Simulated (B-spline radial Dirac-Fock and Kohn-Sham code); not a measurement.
Lu³⁺: eigenvalues, ΔSCF and the reference

System: Lu³⁺, [Xe] 4f13 6s1 (not the ground configuration).

The density-functional columns are spherical, spin-unpolarised Dirac-Kohn-Sham results without Breit or QED terms: −ε is minus the orbital energy of the initial state and ΔSCF the difference of two total energies. The reference in the last column comes from Dirac-Fock (average of configuration) total-energy differences with a finite nucleus, the Breit interaction including its frequency dependence, and self-energy and vacuum-polarisation corrections. All numbers are from a radial B-spline solver, in eV; a selection of levels is shown. The Kohn-Sham columns are given as differences from the reference. For the 1s level of heavy atoms much of the gap between ΔSCF and the reference is the Breit and QED part, -304.1 eV here; for other levels the error of the functional can be larger.

```
level  PBE −ε − DF  PBE ΔSCF − DF  Dirac-Fock
   1s       -177.6         +348.7     63359.1
   2s       -146.6          -51.2     10927.6
2p1/2       -106.6          +16.1     10399.8
2p3/2       -119.2          -12.3      9295.0
   3s        -76.2          -48.5      2549.9
3p1/2        -60.8          -31.1      2318.4
3p3/2        -60.3          -33.1      2079.6
3d3/2        -39.8           -7.1      1691.8
3d5/2        -40.9           -9.1      1640.8
   4s        -39.7          -26.4       563.2
4p1/2        -32.9          -19.7       468.3
4p3/2        -33.0          -20.2       414.0
4d3/2        -21.6           -9.0       257.6
4d5/2        -21.6           -9.2       247.6
   4f         -7.4           +3.8       54.47
5p1/2         -6.4           +1.6       76.31
5p3/2         -6.3           +1.3       68.60
   6s         -2.6           +1.3       29.65
```

Values without a named source are computed, but for edge energies of neutral atoms, which are taken from tables.
